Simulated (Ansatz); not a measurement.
Consider the ligand exchange at the Si–C bond: `[AlH2][O]C[SiH3]` + `COCS` → `COCS[SiH3]` + `C[O][AlH2]`.

Calculated with Ansatz (gas phase, PBE0-D4/def2-TZVP geometries, no zero-point term in ΔE). CCSD(T)/CBS adds triple-zeta CCSD(T) − MP2 to the extrapolated MP2 energy (def2 sets, frozen cores). This one scheme is used for every species. DFT in def2-TZVPP. B3LYP here is the variant with VWN-RPA as its local correlation; programs differ in this. Each species was taken in one conformer, which may not be the lowest.

```csv
level,ΔE (kJ/mol),difference from CCSD(T)/CBS
PBE-D4,-72.4,2.2
r2SCAN-D4,-75.8,-1.2
PBE0-D4,-75.0,-0.4
B2PLYP,-72.3,2.3
PBE,-70.0,4.6
PBE0,-72.8,1.8
B3LYP,-68.6,6.0
HF/def2-TZVPP,-74.0,0.6
MP2/def2-TZVPP,-78.4,-3.8
CCSD/def2-TZVPP,-71.7,2.9
CCSD(T)/def2-TZVPP,-72.6,2.0
HF/def2-QZVPP,-73.5,1.1
MP2/def2-QZVPP,-79.4,-4.8
SCS-MP2/def2-QZVPP,-76.7,-2.1
HF/CBS(def2),-73.4,1.2
CCSD/CBS(def2),-73.7,0.9
CCSD(T)/CBS,-74.6,0
```

Largest T1 diagnostic among the species: 0.013.

The D4 term adds −3.9 kJ/mol with B3LYP and −2.2 kJ/mol with PBE0; it sums over pairs of atoms, weighted by their polarisabilities, and B3LYP, whose exchange is more repulsive, gets the larger term.
